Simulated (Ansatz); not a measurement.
Reaction (redistribution): `B[CH2][Al]([OH])[Cl]` + `[CH3][GeH]([NH2])[F]` → `B[CH2][AlH][OH]` + `[CH3][Ge]([NH2])([F])[Cl]`

Isolated molecules relaxed with PBE0-D4/def2-TZVP in Ansatz; ΔE leaves out vibrations. CBS: MP2 limit from def2 TZ/QZ plus the TZ coupled-cluster correction, frozen cores. DFT in def2-TZVPP. For Ge outer-core shells are correlated without core-valence functions, which leaves a few kJ/mol of doubt a bond. Scalar relativity is left out up to krypton. Each species was taken in one conformer, which may not be the lowest.

| level | ΔE (kJ/mol) | difference from CCSD(T)/CBS |
| --- | --- | --- |
| CAM-B3LYP-D4 | 85.2 | -2.4 |
| PBE | 80.9 | -6.7 |
| PBE0 | 83.4 | -4.2 |
| r2SCAN0 | 86.0 | -1.6 |
| CAM-B3LYP | 86.4 | -1.2 |
| LC-ωPBE | 87.7 | 0.1 |
| CCSD/def2-SVP | 90.8 | 3.2 |
| CCSD/def2-TZVPP | 85.7 | -1.9 |
| HF/CBS(def2) | 86.0 | -1.6 |
| CCSD/CBS(def2) | 88.8 | 1.2 |
| CCSD(T)/CBS | 87.6 | 0 |

Largest T1 diagnostic among the species: 0.013.

From BLYP to BHLYP (50 % exact exchange), in def2-TZVPP and without D4, ΔE moves by +4.4 kJ/mol. Leaving LDA and LC-ωPBE aside and taking each functional with its dispersion term where it has one, the values, not all of them listed here, spread over 9.0 kJ/mol, from revPBE-D4 to r2SCAN0-D4.

CCSD(T)/CBS has its own doubt, a few kJ/mol and more with outer-core shells, so smaller differences from it don't rank the levels.
